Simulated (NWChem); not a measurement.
Species: CH6GeMg; SMILES [CH3][Mg][GeH3]

```xyz
9

Mg    -0.4060    -1.1509    -0.0005
C     -0.4860    -3.2410     0.0006
H      0.4483    -3.6835    -0.3693
H     -1.2967    -3.6160    -0.6378
H     -0.6566    -3.6404     1.0089
Ge    -0.3070     1.4484    -0.0018
H     -1.2441     2.1335     1.0394
H      1.1001     2.0430     0.3120
H     -0.7016     2.1129    -1.3562
```
Atoms are numbered in this order, from 1.

Results from NWChem. STO-3G and 3-21G are far too small for this property and stand as cheap habits. The geometry was optimised at B3LYP/6-31G* (spherical d). B3LYP is NWChem's, with the RPA form of VWN correlation. Field at 589 nm.

Task: Predict the results for B3LYP/STO-3G. Quantities: isotropic polarisability (bohr³); anisotropy (bohr³).

Result: 
```yaml
isotropic polarisability (bohr³): 33.8
anisotropy (bohr³): 32.6
```
